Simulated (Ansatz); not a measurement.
The cluster Mg₂I₃. Total charge 0; doublet. Geometry PBE-D4/def2-SVP, basis def2-TZVP, Ansatz.

```xyz
5

Mg    0.8596   -0.3280    0.0890
Mg   -2.5818    0.9762   -0.2693
I    -0.0771    1.7362   -1.4681
I     3.2645   -1.2138    0.3567
I    -1.4652   -1.1706    1.2917
```

| run | HOMO (eV) | LUMO (eV) |
| --- | --- | --- |
| A | -6.15 | -2.30 |
| B | -4.93 | -3.11 |
| C | -4.73 | -3.59 |
| D | -7.49 | 0.05 |
| E | -5.53 | -2.88 |

In the def2 sets I takes a core potential; there is no spin–orbit coupling. The structure comes from a short search, and lower isomers may exist.

HOMO and LUMO are taken over both spins.

Problem. The runs used BHLYP, HF, PBE, PBE0, r2SCAN. Estimate which is which.

Solution. A BHLYP (50 % exact exchange); B r2SCAN (0 % exact exchange); C PBE (0 % exact exchange); D HF (100 % exact exchange); E PBE0 (25 % exact exchange). Exact exchange lowers occupied and raises empty levels; among semilocal functionals meta-GGAs tend to open the gap a little, and such runs are hard to tell apart. The gap grows from 1.14 eV (PBE) to 7.54 eV (HF).
